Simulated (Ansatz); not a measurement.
Ideal-gas functions of C3H4AlCl (`Cl[CH2][Al]1[CH]=[CH]1`) at 400 K and 1 bar, from an Ansatz frequency run at PBE0-D4/def2-TZVP.

Molar mass 102.5 g/mol, point group Cs (symmetry number 1), electronic degeneracy 1, moments of inertia 52.572, 324.614, 344.191 u Å². Harmonic wavenumbers (cm⁻¹, unscaled): 56, 72, 158, 167, 559, 647, 659, 677, 697, 864, 952, 1038, 1081, 1130, 1187, 1422, 1429, 3112, 3124, 3144, 3183.

Use S(trans) = R[1.5 ln M + 2.5 ln T − 1.1517]; rotational temperatures θ = 24.2544 K / I; S(rot) = R[ln(√π/σ · √(T³/θAθBθC)) + 1.5]; for each mode x = 1.438777 ν̃/T, S = R[x/(eˣ − 1) − ln(1 − e⁻ˣ)] and H = RT x/(eˣ − 1); 1 cm⁻¹ = 0.0119627 kJ/mol; R = 8.31446 J/(mol·K).

By hand: the entropy, in J/(mol·K).

Translation 172.7. Rotation: θ = 0.4614, 0.0747, 0.0705 K, giving 117.0. Vibration, mode by mode: 21.65, 19.57, 13.12, 12.68, 3.78, 2.95, 2.85, 2.71, 2.56, 1.59, 1.23, 0.96, 0.85, 0.73, 0.62, 0.31, 0.30, 0.00, 0.00, 0.00, 0.00, in all 88.5. Electronic 0.0. Sum 378.2 J/(mol·K).

By hand: H − E and G − E in kJ/mol, counted from the electronic energy.

Zero-point energy ½ × 25358 × 0.0119627 = 151.7; thermal vibration 17.1; translation, rotation and pV give 4 RT = 13.3. H − E = 182.1 kJ/mol, and G − E = 182.1 − 400 × 378.2/1000 = 30.8 kJ/mol.

Vibration gives 23 % of the entropy, 41.2 J/(mol·K) of it from the modes under 150 cm⁻¹: soft modes count most, and the harmonic formula is weakest for them. The sum counts one conformer and one mirror image; others add a mixing term.
